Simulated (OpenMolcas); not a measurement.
**Ar⁶⁺: effect of the basis set**

```json
{"Program": "OpenMolcas", "Method": "SS-CASPT2, IPEA 0.25 Eh, imaginary shift 0.1 Eh (closed shells correlated: 2s 2p)", "Active space": "2 electrons in 4 orbitals (3s 3p)", "State averaging": "2S+1 = 3 even, 3 roots; 2S+1 = 1 even, 7 roots (6 in the spin-orbit step); 2S+1 = 3 odd, 3 roots; 2S+1 = 1 odd, 3 roots", "Spin-orbit coupling": "state interaction with AMFI integrals over the reference wave functions, term energies averaged over their components"}
```

A. ANO-RCC-VDZP [4s3p1d], DKH2, point nucleus; CASPT2 step roughly 1.1 core-seconds
B. ANO-RCC-VTZP [5s4p2d1f], DKH2, point nucleus; CASPT2 step about 2.1 core-seconds
C. ANO-R2 [5s4p3d1f], X2C, finite nucleus; CASPT2 step of the order of 2.3 core-seconds
D. ANO-RCC-VQZP [6s5p3d2f1g], DKH2, point nucleus; CASPT2 step roughly 2.8 core-seconds
E. ANO-R3 [6s5p4d2f1g], X2C, finite nucleus; CASPT2 step about 3 core-seconds

Energies in cm⁻¹ above 3s² ¹S₀, the measured ground level; measured values from Saloman, J. Phys. Chem. Ref. Data 39, 033101 (2010).

| Level | A | B | C | D | E | Measured |
| --- | --- | --- | --- | --- | --- | --- |
| 3s² ¹S₀ | 0.0 | 0.0 | 0.0 | 0.0 | 0.0 | 0.0 |
| 3s 3p ³P°₀ | 113883 | 112835 | 113996 | 112916 | 113023 | 113101 |
| 3s 3p ³P°₁ | 114567 | 113597 | 114763 | 113656 | 113766 | 113906 |
| 3s 3p ³P°₂ | 115978 | 115177 | 116357 | 115190 | 115310 | 115590 |
| 3s 3p ¹P°₁ | 178809 | 175209 | 173277 | 174186 | 172315 | 170722 |

Deviations, from unrounded energies. A percentage is the sum of absolute deviations over the sum of measured energies, with the sign that they share, or ± where signs differ.

```
           Against measurement  Levels     A     B     C     D     E
mean absolute deviation (cm-1)       4  2500  1400  1300  1100   520
      other configurations (%)       4  +1.9  ±1.1  +1.0  ±0.8  ±0.4
```

E lies closest to measurement on these levels and A furthest from it. The largest miss of E in the table is 3s 3p ¹P°₁, by +1600 cm-1. The ranking rests on the paired levels alone, and a cruder setting can come out closer through cancelling errors.

Among A to E the level of the table that moves most is 3s 3p ¹P°₁, by 6500 cm-1 (lowest in E, highest in A).

Over all roots computed the reference weight is 0.94 to 1.00 in A, 0.94 to 1.00 in B, 0.92 to 0.99 in C, 0.93 to 1.00 in D, 0.92 to 0.99 in E; the roots of lowest weight are the least certain, and an intruder state may touch them. The basis is small and was not contracted for so high a charge (holds for A). Computed and measured levels are paired by configuration, term and J; levels that our copy of the source lacks, or whose pairing is in doubt (as where it misses far off the trend of its configuration), stay unpaired and out of the deviations. Levels of configurations outside the active space are missing. Levels that lie high or do not pair safely by name in every column are left out.

° marks odd parity.
